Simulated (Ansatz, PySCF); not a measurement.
Species: C$_{3}$HO (charge 0, doublet). It need not be the lowest isomer of its formula. SMILES: O=c1c[c]1
Structure (B3LYP-D3(BJ)/def2-TZVP (Ansatz, an electronic-structure program) minimum search):
```
C
O 1 1.1862
C 1 1.4444 2 149.03
C 3 1.3287 1 62.86 2 -180.00
H 3 1.0798 4 153.24 1 180.00
```
Charge 0, spin multiplicity 2.

Quantity: atomisation energy (electronic, to ground-state atoms), in kcal/mol. Valence correlation only, unless marked. Open shells are spin-unrestricted. Spin-orbit coupling is left out. Non-relativistic. The coupled-cluster limit lacks core correlation, which all-electron functionals hold. CBS marks a two-point X^-3 extrapolation of the correlation energy; Hartree-Fock from the larger set. [CCSD(T)-MP2]/basis is that difference in the basis named.

```tsv
level	program	atomisation energy (kcal/mol)
PBE-D3(BJ)/def2-TZVPD	Ansatz + dftd3	?
BLYP/def2-TZVPD	Ansatz	?
TPSS-D3(BJ)/def2-TZVPD	PySCF + dftd3	566.2
r2SCAN-D3(BJ)/def2-TZVPD	Ansatz + dftd3	567.2
B3LYP-D4/def2-TZVPD	Ansatz + dftd4	556.9
B3LYP/def2-TZVPD	Ansatz	554.1
PBE0/STO-3G	Ansatz	585.8
TPSSh-D4/def2-TZVPD	PySCF + dftd4	557.8
CAM-B3LYP/def2-TZVPD	Ansatz	554.5
LC-wPBE-D4/def2-TZVPD	Ansatz + dftd4	?
B2PLYP-D3(BJ)/def2-TZVPD	Ansatz + dftd3	554.1
RPA@PBE/cc-pVQZ	Ansatz	?
SCS-MP2/cc-pVDZ	Ansatz	511.1
CCSD/6-31G	Ansatz	431.8
CCSD/6-31G*	Ansatz	496.0
RI-MP2/CBS(cc-pVTZ,cc-pVQZ)+[CCSD(T)-MP2]/cc-pVTZ	Ansatz	550.7
```

Problem. Complete the blanks.

Solution. 
- PBE-D3(BJ)/def2-TZVPD, atomisation energy (kcal/mol): 597.1
- BLYP/def2-TZVPD, atomisation energy (kcal/mol): 564.8
- LC-wPBE-D4/def2-TZVPD, atomisation energy (kcal/mol): 562.6
- RPA@PBE/cc-pVQZ, atomisation energy (kcal/mol): 510.0
